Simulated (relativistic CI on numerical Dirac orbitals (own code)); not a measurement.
Cr⁵⁺ in a cubic cluster: 2p photoemission with charge transfer

Computed with a charge-transfer multiplet model of a cubic metal-ligand cluster with up to 2 ligand holes, Slater and spin-orbit integrals from Dirac-Coulomb-Breit ions, Slater integrals scaled by 0.8. The ground state mixes d1 with configurations of k ligand holes L, whose averages lie at kΔ + k(k − 1)U_dd/2; a core hole lowers each added d electron by U_cd. 300 K, Lorentzian 0.6 eV and Gaussian 0.8 eV FWHM.

Atomic integrals in eV (Slater integrals scaled, ζ unscaled), ground: F2dd 9.377, F4dd 5.906, zeta_d 0.045; with the core hole: F2dd 9.377, F4dd 5.906, zeta_d 0.067, zeta_core 5.615, F2cd 6.891, G1cd 5.439, G3cd 3.098. Where a configuration has fewer than two d electrons, the dd integrals are those of d2.

Cluster parameters (eV): Δ = -1.6, U_dd = 5.5, U_cd = 6.3, 10Dq = 0.8, 10Dq(ligand) = 1.5, final-state hopping factor = 1.

Weights, n_d and S are thermal averages at 300 K. Binding energies count from the first peak over 30 % of the highest in each spectrum, which can be another peak from case to case. The parameters are a model scan and need not match a compound or its usual spin state. Peaks in eV (height, largest 100): 0.0 (100), 4.3 (20), 9.6 (58), 18.7 (8).

Problem. Which parameters give this spectrum?
A. V(eg) = 1.35 eV, V(t2g) = -0.74 eV
B. V(eg) = 2.55 eV, V(t2g) = -1.39 eV
C. V(eg) = 1.65 eV, V(t2g) = -0.9 eV

Solution. C. V(eg) = 1.65 eV, V(t2g) = -0.9 eV; the ground state then has 2.07 d electrons and S = 0.50. The choice follows from running the model for each set and comparing peak positions and heights. The space is cut while the next configuration still counts.
